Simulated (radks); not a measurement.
The praseodymium anion Pr- inside a hard spherical wall (all orbitals vanish at R), configuration held at [Xe] 4f4 6s2 and not refilled when levels cross. All-electron calculation, scalar-relativistic Kohn-Sham, PBEsol, spin-polarised, spherical densities, finite nucleus; open shells are filled with parallel spins first (spin-orbit coupling, left out, can overturn this in heavy ions); Fermi nuclear charge, rms radius 4.8919 fm. Program: a radial shooting solver on a logarithmic mesh with Libxc functionals. Eigenvalues in eV for spin up, with the zero of energy where the potential of the charges vanishes at infinity; a dash marks a level that is unbound or too diffuse for the functional's potential to be trusted. A positive occupied level is held by the wall or, in an anion where self-interaction has pushed it up, behind a barrier. The pressure on the wall is -dE/dV.

| R (bohr) | E (hartree) | kinetic (hartree) | e(5s) | e(5p) | e(6s) | e(6p, empty) | e(5d, empty) | e(4f) | pressure (GPa) |
|---|---|---|---|---|---|---|---|---|---|
| 10 | -9233.3706 | 9804.982 | -32.139 | -14.786 | 1.216 | 3.137 | 3.333 | 5.892 | 0.449 |
| 8 | -9233.3048 | 9805.147 | -30.078 | -12.827 | 2.683 | 5.213 | 4.942 | 8.004 | 1.98 |
| 5 | -9232.7414 | 9806.802 | -23.536 | -6.763 | 11.836 | 18.060 | 11.702 | 15.150 | 49.6 |
| 4 | -9231.7494 | 9810.174 | -17.995 | -1.457 | 24.791 | 34.817 | 18.896 | 21.751 | 254 |
| 3 | -9227.7508 | 9823.609 | -4.095 | 13.481 | 66.458 | 83.829 | 39.407 | 38.766 | 2090 |
| 2 | -9203.1497 | 9896.926 | 54.283 | 81.495 | 249.62 | 282.51 | 127.44 | 93.983 | 35300 |
| 1.5 | -9140.0871 | 10074.866 | 190.64 | 234.85 | 600.64 | 646.80 | 303.01 | 180.13 | 249000 |
